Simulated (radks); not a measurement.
The titanium anion Ti- inside a hard spherical wall (all orbitals vanish at R), configuration held at [Ar] 3d3 4s2 and not refilled when levels cross. Method: non-relativistic Kohn-Sham, PBEsol, spin-polarised, spherical densities, point nucleus; open shells are filled with parallel spins first; computed with a radial shooting solver on a logarithmic mesh with Libxc functionals. Eigenvalues in eV for spin up, with the zero of energy where the potential of the charges vanishes at infinity; a dash marks a level that is unbound or too diffuse for the functional's potential to be trusted. A positive occupied level is held by the wall or, in an anion where self-interaction has pushed it up, behind a barrier. The pressure on the wall is -dE/dV.

R (bohr)  E (hartree)  kinetic (hartree)    e(3s)    e(3p)   e(4s)   e(3d)  e(4p, empty)  e(5s, empty)  pressure (GPa)
20         -848.19453            847.310  -54.435  -31.641   0.207   1.881             -             -        0.000875
12         -848.18950            847.327  -53.859  -31.067   0.596   2.410         2.718         4.209          0.0377
10         -848.18098            847.361  -53.359  -30.568   0.957   2.874         3.290         5.995           0.169
8          -848.15157            847.470  -52.224  -29.438   1.823   3.909         4.567         9.898           0.980
7          -848.11224            847.603  -51.126  -28.350   2.730   4.897         5.841        13.719            2.67
5          -847.82622            848.453  -46.272  -23.591   7.729   9.321        12.452        32.751            28.9
4          -847.28542            849.935  -40.919  -18.408  15.570  14.556        22.240        59.233             131
3.5        -846.66417            851.649  -36.646  -14.269  23.796  19.079        32.079        84.512             324
2.5        -842.56643            863.424  -19.155    3.411  70.567  39.668        83.737        206.64            3270
2          -834.87897            884.674    3.590   27.607  143.92  67.295        159.02        372.03           14900
